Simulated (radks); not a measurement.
The numbers below are computed, except where a source is named.
Effect of the nuclear size on the scandium ion Sc8+, [Ne] 3s2 3p1. Code: a radial shooting solver on a logarithmic mesh with Libxc functionals. Model: Dirac Kohn-Sham, BLYP, spin-unpolarised, spherical densities, finite nucleus; open shells are shared between the two j in proportion to 2j + 1; Fermi nuclear charge, rms radius 3.5459 fm. The rms radius is varied about that value; shifts are against it.

rms radius (fm)	total energy shift (eV)	density at nucleus (e/bohr^3)	1s1/2 shift (meV)	2s1/2 shift (meV)	2p1/2 shift (meV)	3s1/2 shift (meV)
2.975	-0.0116	7333	-4.86	-0.396	0.063	-0.067
3.2622	-0.00599	7314	-2.52	-0.205	0.032	-0.035
3.5459	0	7296	0.000	0.000	0.000	0.000
3.8438	0.00682	7280	2.86	0.233	-0.037	0.040
4.2054	0.0158	7261	6.63	0.541	-0.086	0.092

Slopes of the eigenvalues against <r^2> in GHz/fm^2, as finite differences over the two radii next to the reference (eigenvalue slopes, not the field-shift constants of lines): 1s1/2 315, 2s1/2 25.7, 2p1/2 -4.05, 3s1/2 4.35.
